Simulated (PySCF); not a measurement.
**Sulfur: a sound run and one with changed settings**

Sound run: S⁺ [Ne] 3s2 3p3, S²⁺ [Ne] 3s2 3p2. Calculation: PySCF 2.14, in cc-pV(D+d)Z; no relativity, point nucleus. In the sound run the correlated levels freeze [Ne]. The sound run starts from symmetry-adapted Hartree-Fock orbitals and uses a fine grid where one is needed.

Changed run: initial guess sap, at most 50 SCF cycles, level shift 2.0 hartree.

```tsv
species	method	sound run (hartree)	changed run (hartree)	converged
S⁺	UHF	-397.15881	-397.15881	yes
S⁺	MN15	-397.59558	-397.59558	yes
S⁺	r2SCAN	-397.69735	-397.69735	yes
S⁺	MP2	-397.22873	-397.18410	yes
S⁺	CCSD(T)	-397.24984	-397.24984	yes
S²⁺	UHF	-396.32304	-396.32304	yes
S²⁺	MN15	-396.73564	-396.73564	yes
S²⁺	r2SCAN	-396.83200	-396.83200	yes
S²⁺	MP2	-396.37712	-396.34244	yes
S²⁺	CCSD(T)	-396.40124	-396.40124	yes
```

Ionisation energy of S⁺:

| method | sound run (eV) | changed run (eV) |
| --- | --- | --- |
| UHF | 22.742 | 22.742 |
| MN15 | 23.400 | 23.400 |
| r2SCAN | 23.547 | 23.547 |
| MP2 | 23.173 | 22.903 |
| SCS-MP2 | 23.017 | 22.844 |
| CCSD | 23.088 | 23.088 |
| CCSD(T) | 23.092 | 23.092 |

A level shift leaves the converged SCF energy unchanged but raises the virtual orbital energies, which shrinks MP2 if it is not removed.

For comparison, NIST gives 23.338 eV between the lowest levels.
